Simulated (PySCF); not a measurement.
2-(1-methylpyrrol-2-yl)-1,3,4-oxadiazole (C7H7N3O), SMILES c1oc(nn1)-c1n(ccc1)C.

Geometry optimised at r2SCAN-D4/def2-SVP. One conformer was computed; it need not be the lowest.

Two levels are set side by side: PBE/def2-SVP (PySCF) and CAM-B3LYP/def2-SVP (PySCF). Same geometry, gas phase. Differences are taken from unrounded values.

```csv
quantity,CAM-B3LYP
orbital gap (eV),7.52
highest occupied level (eV),-7.34
lowest empty level (eV),0.18
dipole moment (D),2.03
mean polarisability (bohr³),93.7
```

Task: What does PBE give, and how far is it from CAM-B3LYP? (The exact figures need the calculation; the answer reports its results.)

Result: 
```csv
quantity,PBE,PBE minus CAM-B3LYP
orbital gap (eV),3.51,-4.02
highest occupied level (eV),-5.25,2.09
lowest empty level (eV),-1.75,-1.93
dipole moment (D),2.13,0.09
mean polarisability (bohr³),98.5,4.8
```

PBE's occupied levels lie high since its potential decays too fast outside the molecule; exact exchange lowers them and widens the gap. Loosely held outer electrons make PBE densities more polarisable. Differences between two approximate levels are no errors against the true value.

Rough cost on one machine, each run with all the roots and properties that it gave: CAM-B3LYP against PBE within a factor of 2.
